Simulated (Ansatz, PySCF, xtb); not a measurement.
Noncovalent pair: CHN (SMILES C#N) (first 3 atoms) with H4OSi (SMILES O[SiH3]); geometry from B3LYP-D3(BJ)/def2-TZVP, rigid monomers moved along the line of their centres of mass till N2···H6 is 2.29 Å.
(charge 0, multiplicity 1):
```
atom    x (Å)    y (Å)    z (Å)
----  -------  -------  -------
C      0.5763   1.5375  -0.6186
N      0.6017   1.1518   0.4578
H      0.5529   1.8977  -1.6230
O      0.6107   0.0153   3.5098
Si    -0.5907  -1.0307   3.9074
H      0.6308   0.3673   2.6086
H     -1.9393  -0.4234   3.7581
H     -0.3796  -1.3996   5.3234
H     -0.5647  -2.2620   3.0747
```

Interaction energies are E(AB) − E(A) − E(B) at the monomers' geometry in the complex; basis-set methods are counterpoise corrected. Rows marked so take none.

Rows in 3-21G carry no dispersion term and start afresh at each structure.

Programs: Ansatz (Gaussian basis) for Hartree–Fock, density functionals and correlated methods; PySCF for 3-21G rows, the dispersion terms; xtb for the GFN methods. 

**Question.** One of these levels gives -14.7 kJ/mol for the interaction energy. Which?
A. B3LYP/3-21G (no counterpoise)
B. HF/3-21G (no counterpoise)
C. GFN1-xTB
D. r2SCAN-D3(BJ)/def2-TZVPPD

**Answer.** C, GFN1-xTB. The others give -28.1 (HF/3-21G (no counterpoise)), -20.4 (r2SCAN-D3(BJ)/def2-TZVPPD), -32.9 (B3LYP/3-21G (no counterpoise))

Ansatz is a first-principles code.
